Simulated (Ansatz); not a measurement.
`[NH2][SnH]([OH])[SH]` + H₂ → `[NH2][SnH2][OH]` + H₂S  (hydrogenolysis of the Sn–S bond)

Computed with Ansatz on PBE0-D4/def2-TZVP structures; ΔE is electronic, products minus reactants. CCSD(T)/CBS is the MP2 limit (def2-TZVPP, def2-QZVPP) plus CCSD(T) − MP2 in def2-TZVPP, frozen cores. This one scheme is used for every species. DFT in def2-TZVPP. B3LYP here is the variant with VWN-RPA as its local correlation; programs differ in this. HSE06 is defined as in plane-wave codes. def2 core potentials past Kr. For Sn outer-core shells are correlated without core-valence functions, which leaves a few kJ/mol of doubt a bond. Each species was taken in one conformer, which may not be the lowest.

| level | ΔE (kJ/mol) | difference from CCSD(T)/CBS |
| --- | --- | --- |
| LDA (SPW92) | 51.5 | -7.3 |
| PBE-D4 | 60.7 | 1.9 |
| revPBE-D4 | 63.6 | 4.8 |
| BLYP-D4 | 60.7 | 1.9 |
| r2SCAN-D4 | 60.9 | 2.1 |
| B97M-V | 48.0 | -10.8 |
| PBE0-D4 | 56.3 | -2.5 |
| B3LYP-D4 | 56.2 | -2.6 |
| r2SCANh-D4 | 59.2 | 0.4 |
| r2SCAN0-D4 | 56.8 | -2.0 |
| HSE06-D4 | 56.6 | -2.2 |
| BHLYP-D4 | 52.6 | -6.2 |
| CAM-B3LYP-D4 | 47.7 | -11.1 |
| ωB97X-V | 50.9 | -7.9 |
| ωB97M-V | 52.7 | -6.1 |
| B2PLYP | 51.9 | -6.9 |
| PBE-QIDH | 54.3 | -4.5 |
| PBE | 55.0 | -3.8 |
| revPBE | 54.1 | -4.7 |
| BLYP | 49.6 | -9.2 |
| r2SCAN | 59.4 | 0.6 |
| PBE0 | 51.1 | -7.7 |
| B3LYP | 47.0 | -11.8 |
| r2SCANh | 57.6 | -1.2 |
| r2SCAN0 | 55.0 | -3.8 |
| CAM-B3LYP | 42.1 | -16.7 |
| LC-ωPBE | 44.5 | -14.3 |
| RPA@PBE/def2-TZVPP | 45.9 | -12.9 |
| HF/def2-SVP | 30.4 | -28.4 |
| CCSD(T)/def2-SVP | 42.7 | -16.1 |
| HF/def2-TZVPP | 35.2 | -23.6 |
| MP2/def2-TZVPP | 61.4 | 2.6 |
| SCS-MP2/def2-TZVPP | 53.9 | -4.9 |
| CCSD/def2-TZVPP | 45.2 | -13.6 |
| CCSD(T)/def2-TZVPP | 50.8 | -8.0 |
| HF/def2-QZVPP | 35.0 | -23.8 |
| MP2/def2-QZVPP | 65.9 | 7.1 |
| HF/CBS(def2) | 35.0 | -23.8 |
| MP2/CBS(def2) | 69.4 | 10.6 |
| CCSD/CBS(def2) | 53.2 | -5.6 |
| CCSD(T)/CBS | 58.8 | 0 |

Largest T1 diagnostic among the species: 0.013.

From PBE to PBE0 (25 % exact exchange), in def2-TZVPP and without D4, ΔE moves by −3.8 kJ/mol. The D4 term adds +9.3 kJ/mol with B3LYP and +5.2 kJ/mol with PBE0; it sums over pairs of atoms, weighted by their polarisabilities, and B3LYP, whose exchange is more repulsive, gets the larger term. In def2-TZVPP, CCSD(T) changes the Hartree–Fock value by +15.6 kJ/mol (the triples alone add +5.6 kJ/mol) and MP2 by +26.2 kJ/mol.
